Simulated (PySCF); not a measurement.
BrF2HOSn, SMILES [OH][Sn]([F])([F])[Br]. Heavy atoms are numbered as in [OH:1][Sn:2]([F:3])([F:4])[Br:5]. Hydrogens are named by the atom that carries them.

Geometry: B3LYP-D3(BJ)/def2-SVP. The def2 effective core potentials stand for the cores of Sn; spin–orbit coupling is left out. Other conformers were not sampled.

The numbers are results of B3LYP/def2-TZVP (PySCF), not measurements.

ESP charges are fitted to the potential on shells at 1.4 to 2.0 van der Waals radii. Atomic charges (e), one atom of each kind:

| atom | ESP fit | Löwdin | Mulliken |
|---|---|---|---|
| O1 (OH) | -0.64 | -0.30 | -0.62 |
| Sn2 | 0.87 | 0.47 | 1.44 |
| F3 | -0.31 | -0.24 | -0.45 |
| Br5 | -0.05 | 0.14 | -0.24 |
| H on O1 | 0.45 | 0.18 | 0.33 |
